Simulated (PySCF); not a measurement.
CS₂ (SMILES S=C=S), singlet, geometry from GFN2-xTB. Base run: M062X/6-311G** in PySCF.

PySCF was given this input:
```python
from pyscf import gto, scf, dft

mol = gto.M(
    atom='''
S    -0.00000000   -0.00000000   -1.55012521
C     0.00000000    0.00000000    0.00000000
S     0.00000000    0.00000000    1.55012521
''',
    basis='6-311g**',
    verbose=4,
)

mf = dft.RKS(mol)
mf.xc = 'm062x'
mf.kernel()
mf.analyze()
```

Each row names what was changed in the base input (with any setting that the change needs).

```json
[
 {"change": "base", "E (Eh)": "-834.46273", "HOMO (eV)": "-8.87", "HOMO-LUMO gap (eV)": "7.79", "core-seconds (rough)": "3"},
 {"change": "functional = b3lyp", "E (Eh)": "-834.55026", "HOMO (eV)": "-7.67", "HOMO-LUMO gap (eV)": "5.55", "core-seconds (rough)": "2"},
 {"change": "functional = b3lyp; dispersion = d3zero", "E (Eh)": "-834.55071", "HOMO (eV)": "-7.67", "HOMO-LUMO gap (eV)": "5.55", "core-seconds (rough)": "2"},
 {"change": "functional = hf", "E (Eh)": "[?]", "HOMO (eV)": "[?]", "HOMO-LUMO gap (eV)": "[?]", "core-seconds (rough)": "0.6"},
 {"change": "functional = m06l", "E (Eh)": "[?]", "HOMO (eV)": "[?]", "HOMO-LUMO gap (eV)": "[?]", "core-seconds (rough)": "3"},
 {"change": "functional = pbe0; dispersion = d3bj", "E (Eh)": "-834.19046", "HOMO (eV)": "-7.92", "HOMO-LUMO gap (eV)": "5.97", "core-seconds (rough)": "2"},
 {"change": "functional = mn15", "E (Eh)": "-834.27814", "HOMO (eV)": "-8.48", "HOMO-LUMO gap (eV)": "7.14", "core-seconds (rough)": "3"},
 {"change": "functional = lda,vwn", "E (Eh)": "-831.45787", "HOMO (eV)": "-6.99", "HOMO-LUMO gap (eV)": "4.11", "core-seconds (rough)": "1"},
 {"change": "functional = scan", "E (Eh)": "[?]", "HOMO (eV)": "[?]", "HOMO-LUMO gap (eV)": "[?]", "core-seconds (rough)": "3"},
 {"change": "functional = wb97x_v", "E (Eh)": "[?]", "HOMO (eV)": "[?]", "HOMO-LUMO gap (eV)": "[?]", "core-seconds (rough)": "50"},
 {"change": "functional = hse06", "E (Eh)": "-834.22694", "HOMO (eV)": "-7.53", "HOMO-LUMO gap (eV)": "5.20", "core-seconds (rough)": "6"},
 {"change": "functional = tpss", "E (Eh)": "-834.57536", "HOMO (eV)": "-6.95", "HOMO-LUMO gap (eV)": "4.28", "core-seconds (rough)": "3"},
 {"change": "functional = b97m_v", "E (Eh)": "-834.31559", "HOMO (eV)": "-7.16", "HOMO-LUMO gap (eV)": "4.58", "core-seconds (rough)": "50"}
]
```

**Question.** What belongs in the gaps?

**Answer.** 
- functional = hf, E (Eh): -832.93631
- functional = hf, HOMO (eV): -10.18
- functional = hf, HOMO-LUMO gap (eV): 11.52
- functional = m06l, E (Eh): -834.50888
- functional = m06l, HOMO (eV): -6.96
- functional = m06l, HOMO-LUMO gap (eV): 4.54
- functional = scan, E (Eh): -834.56931
- functional = scan, HOMO (eV): -7.13
- functional = scan, HOMO-LUMO gap (eV): 4.53
- functional = wb97x_v, E (Eh): -834.36694
- functional = wb97x_v, HOMO (eV): -9.99
- functional = wb97x_v, HOMO-LUMO gap (eV): 10.07

Total energies compare only within one method and basis.
